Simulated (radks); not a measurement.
Q: Pt, configuration [Xe] 4f14 5d9 6s1. Calculated with a radial shooting solver on a logarithmic mesh with Libxc functionals: scalar-relativistic Kohn-Sham, PBE, spin-unpolarised, spherical densities, finite nucleus; Fermi nuclear charge, rms radius 5.427 fm; hard spherical wall at 7 bohr. Some entries of the table are withheld. Estimate them.

orbital  occ.  eigenvalue (eV)  <r^2> (bohr^2)  <1/r> (bohr^-1)
1s          2              (1)       0.0004062            93.91
2s          2        -13772.91        0.006203            22.01
2p          6        -11940.01        0.005202            19.66
3s          2        -3235.002             (2)            8.160
3p          6        -2700.931         0.04106            7.465
3d         10        -2120.744         0.03401              (3)
4s          2        -694.8914          0.1945            3.491
4p          6        -519.6742          0.2219            3.157
4d         10        -306.5685          0.2534            2.826
5s          2        -101.4746           1.019            1.417
4f         14              (4)          0.3247            2.390
5p          6         -55.7483           1.383            1.199
5d          9          -5.8902           3.475              (5)
6s          1          -5.3791           9.035           0.4436
6p          0           0.2803           14.21           0.3329
7s          0           6.5064           20.60           0.3158
5f          0           9.9186           21.08           0.2395

A: 
(1) 1s eigenvalue (eV): -78396.35
(2) 3s <r^2> (bohr^2): 0.04004
(3) 3d <1/r> (bohr^-1): 7.031
(4) 4f eigenvalue (eV): -69.8075
(5) 5d <1/r> (bohr^-1): 0.7875
